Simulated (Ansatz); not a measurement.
Spectroscopic constants of ZnO, closed-shell singlet (the spin of the measured ground state). No spin–orbit coupling. Zn is treated without relativity.

D_e counts from the fitted minimum to each atom's lowest state at the same level, without counterpoise. The singlet is restricted.

Run with Ansatz (Gaussian basis) for Hartree–Fock, density functionals and correlated methods. Values without a source in brackets are computed.

One of these levels gives 36.32 kcal/mol for the bond energy D_e. Which?
A. SVWN5/def2-TZVPP
B. PBE/def2-TZVPP
C. CAM-B3LYP/def2-TZVPP
D. r2SCAN/def2-TZVPP

D, r2SCAN/def2-TZVPP. The others give 63.98 (SVWN5/def2-TZVPP), 44.37 (PBE/def2-TZVPP), 26.31 (CAM-B3LYP/def2-TZVPP)

Ansatz is an electronic-structure program.
